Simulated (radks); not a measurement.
Q: Coulomb parameter of the 5d shell of the tungsten ion W2+ in the model configuration [Xe] 4f14 5d3 6p1, as a second difference U = [E(n + 0.25) + E(n - 0.25) - 2 E(n)] / (0.25)^2 with all orbitals relaxed. "Bare": the charge of the atom changes with n. "Screened": the 6p shell takes up the change at fixed total charge, which measures U(5d,5d) + U(6p,6p) - 2 U(5d,6p). Method: scalar-relativistic Kohn-Sham, PBEsol, spin-unpolarised, spherical densities, finite nucleus; Fermi nuclear charge, rms radius 5.3658 fm; computed with a radial shooting solver on a logarithmic mesh with Libxc functionals. Estimate both.

A: U(bare) = 10.892 eV, U(screened by 6p) = 1.680 eV, against the Slater integral F0(5d,5d) = 13.692 eV with frozen orbitals.
